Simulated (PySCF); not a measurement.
# Reading the logs of faulty runs: AlCGeH6N

These are calculations, not measurements. They come from PySCF 2.14.0, an open-source quantum chemistry program, on an isolated molecule that a program drew, which may never have been made. The molecule is AlCGeH6N (charge 0, singlet), drawn as the SMILES string `[NH]=[Al][CH2][GeH3]`.

Each row is a Hartree-Fock (HF) and frozen-core CCSD(T) single point in the cc-pV(D+d)Z basis, meant for a local HF minimum. Run 1 is clean. Each other run has one planted mistake out of seven kinds, and not every kind appears here: one electron removed, one electron added, multiplicity raised by two, geometry at a saddle point, minimal basis STO-3G, one bond length entered in bohr, all coordinates scaled. The reference is restricted for singlets and unrestricted otherwise, and also for a bond in bohr. Adding or removing an electron swaps singlet and doublet. Electrons count all cores. HOMO and LUMO are orbital energies over both spins, the gradient is its largest component, and the lowest frequency (negative if imaginary) is given only where the gradient is small. Bond lengths are over the 9 bonds as drawn. T1 is the CCSD diagnostic: over 0.02 (restricted) or 0.045 (unrestricted) a single reference is doubtful. Germanium has the cc-pVDZ-PP basis, with a core potential (ECP10MDF) in place of its 10 inner electrons, and its 3s, 3p and 3d shells are frozen in CCSD(T).

Geometry of the clean run:
```xyz
10
AlCGeH6N, angstrom
N     1.2886   -1.4900   -1.2317
Al    0.5271   -0.5210   -0.2209
C    -0.4181    0.6582    0.9931
Ge   -2.2108    1.2696    0.4353
H     1.7666   -2.0918   -1.8554
H     0.2035    1.5435    1.1639
H    -0.5191    0.1478    1.9568
H    -3.1310    0.0604    0.2391
H    -2.1060    2.0410   -0.8842
H    -2.8005    2.1854    1.5120
```

```
run,electrons,basis functions,<S^2>,HOMO (eV),LUMO (eV),gradient (hartree/bohr),lowest frequency (cm^-1),mean bond (Å),longest bond (Å),T1,HF (hartree),CCSD(T) (hartree),mistake
1,64,104,0.000,-8.89,2.00,1.2e-05,86,1.4759,1.975,0.0194,-631.05591,-631.59710,no fault
2,64,104,0.000,-9.36,2.39,7.1e-02,-,1.3622,1.823,0.0162,-630.98435,-631.50954,all coordinates scaled
3,63,104,0.759,-16.14,-5.23,6.6e-02,-,1.4759,1.975,0.0131,-630.82054,-631.30180,one electron removed
4,65,104,0.964,0.63,7.36,3.3e-02,-,1.4759,1.975,0.0344,-631.00539,-631.56434,one electron added
5,64,104,2.013,-4.87,0.71,9.9e-02,-,1.4759,1.975,0.0341,-630.97360,-631.47381,multiplicity raised by two
6,64,104,0.725,-8.75,1.02,2.0e-02,-,1.5841,2.070,0.0567,-630.93243,-631.46977,?
```

**Which mistake was planted in run 6, and what did it cost?**

The mean bond changes by a factor of 1.073 and the longest by 1.048, so the molecule wasn't scaled as a whole. A length L in bohr read as angstrom grows by (1/0.5292 - 1) L = 0.890 L. The 9 bonds together grew by 9 x 0.1082 = 0.974 Å, which gives L = 1.094 Å. That is the length of one of the C-H bonds, 1.095 Å in the clean geometry. So the mistake is: one bond length entered in bohr. Subtracting run 1 and multiplying by 627.51 kcal/mol a hartree, the energy moved by 77.5 kcal/mol in HF and 79.9 kcal/mol in CCSD(T).

Cautions from the logs. Run 4: the HOMO is above zero, so the electron isn't bound and the energy depends on the basis; run 6: T1 is over the limit, so its CCSD(T) energy is less reliable.
